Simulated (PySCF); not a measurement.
Compound: [Mo(NMe)F4]-, CH₃F₄MoN (charge -1 and doublet state).
Bonds: Mo1–N2, Mo1–F7, Mo1–F8, Mo1–F9, Mo1–F10, N2–C3. Hydrogens: H4, H5, H6 on C3.

Computed, not measured: PySCF, PBE0-D3(BJ)/def2-SVP geometry optimisation, gas phase, def2 core potentials past Kr.

Question: How far are the bound atoms from Mo1?

Answer: 5 atoms: N2 1.707 Å, F10 1.923 Å, F8 1.924 Å, F9 1.924 Å, F7 1.924 Å. The nearest atom not counted as bound is C3, at 3.11 Å.

Question: List the angles at Mo1.

Answer: 
```json
{"angle": "F7–Mo1–F9", "degrees": "145.8", "distance of the outer atoms (Å)": "3.68"}
{"angle": "F8–Mo1–F10", "degrees": "144.8", "distance of the outer atoms (Å)": "3.67"}
{"angle": "N2–Mo1–F8", "degrees": "107.7", "distance of the outer atoms (Å)": "2.94"}
{"angle": "N2–Mo1–F10", "degrees": "107.5", "distance of the outer atoms (Å)": "2.93"}
{"angle": "N2–Mo1–F7", "degrees": "107.3", "distance of the outer atoms (Å)": "2.93"}
{"angle": "N2–Mo1–F9", "degrees": "106.9", "distance of the outer atoms (Å)": "2.92"}
{"angle": "F9–Mo1–F10", "degrees": "85.0", "distance of the outer atoms (Å)": "2.60"}
{"angle": "F8–Mo1–F9", "degrees": "84.9", "distance of the outer atoms (Å)": "2.60"}
{"angle": "F7–Mo1–F10", "degrees": "84.9", "distance of the outer atoms (Å)": "2.60"}
{"angle": "F7–Mo1–F8", "degrees": "84.8", "distance of the outer atoms (Å)": "2.59"}
```

Question: What is the shape at Mo1?

Answer: Square pyramidal: τ5 = (β − α)/60° = 0.02 from the two widest angles, 145.8° and 144.8° (0 for a square pyramid, 1 for a trigonal bipyramid).

Question: What are the other bond lengths?

Answer: N2–C3 1.405 Å; C3–H4, C3–H5, C3–H6 1.107 Å.

Question: Give some angles away from the centre.

Answer: Mo1–N2–C3 179.5°.

Point group: near Cs, missed by 0.19 Å at most; the miss may be what the optimiser left on a soft mode. Charge -1, doublet. ⟨S²⟩ = 0.758 (exact for a doublet: 0.75). No PBE0-D3(BJ)/def2-SVP frequencies stand behind this structure, so it isn't proved a minimum.
